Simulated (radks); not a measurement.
Valence configurations of neutral tin (all share [Kr]). All-electron calculation, scalar-relativistic Kohn-Sham, PBE, spin-polarised, spherical densities, finite nucleus; open shells are filled with parallel spins first (spin-orbit coupling, left out, can overturn this in heavy ions); Fermi nuclear charge, rms radius 4.6519 fm. Program: a radial shooting solver on a logarithmic mesh with Libxc functionals. Energies are relative to 4d10 5s2 5p2; eigenvalues in eV for spin up.

| valence | E (eV) | moment (Bohr magnetons) | e(4d) | e(5p) | e(5s) |
|---|---|---|---|---|---|
| 4d10 5s2 5p2 | 0.000 | 2 | -25.755 | -4.157 | -10.970 |
| 4d10 5s1.5 5p2.5 | 2.680 | 3 | -26.413 | -4.609 | -11.585 |
| 4d10 5s0.5 5p3.5 | 9.782 | 3 | -27.886 | -5.234 | -12.455 |
| 4d10 5p4 | 14.194 | 2 | -28.663 | -5.373 | - |
| 4d10 5s1 5p3 | 5.113 | 4 | -27.013 | -5.003 | -12.140 |
| 4d8 5p6 | 70.564 | 2 | -40.620 | -6.959 | - |
| 4d7 5s1 5p6 | 94.530 | 4 | -45.628 | -7.802 | -17.369 |
| 4d9 5s2 5p3 | 23.333 | 4 | -31.812 | -5.436 | -13.134 |
| 4d9.5 5s2 5p2.5 | 11.192 | 3 | -28.789 | -4.808 | -12.074 |
| 4d9 5s1 5p4 | 31.042 | 4 | -33.303 | -6.069 | -14.071 |

NIST lists [Kr] 4d10 5s2 5p2 as the ground configuration; this level of theory agrees among the configurations tried. The energies are those of spherical high-spin densities, not of single terms.
